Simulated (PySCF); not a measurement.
## Zn²⁺: ionisation energy

Zn²⁺ [Ar] 3d10 (1S) → Zn³⁺ [Ar] 3d9 (2D), as a difference of total energies. Computed with PySCF 2.14 in aug-cc-pwCVDZ-PP with ECP10MDF (6s6p5d3f, 70 functions), with scalar relativity through the core potential. Correlated levels: valence and next inner shell: nothing frozen outside the core potential. The calculations carry no spin-orbit coupling.

| method | ionisation energy (eV) | difference from reference (eV) |
| --- | --- | --- |
| UHF | 37.011 | -2.712 |
| MP2 (valence and next inner shell) | 40.386 | +0.663 |
| SCS-MP2 (valence and next inner shell) | 39.957 | +0.234 |
| CCSD (valence and next inner shell) | 39.387 | -0.336 |
| CCSD(T) (valence and next inner shell) | 39.516 | -0.207 |

Reference: 39.723 eV (measured; NIST Atomic Spectra Database, ionization energies).

The reference lies between the lowest fine-structure levels, while these numbers refer to the centres of the terms.

Errors of the correlated levels include the incompleteness of this basis.
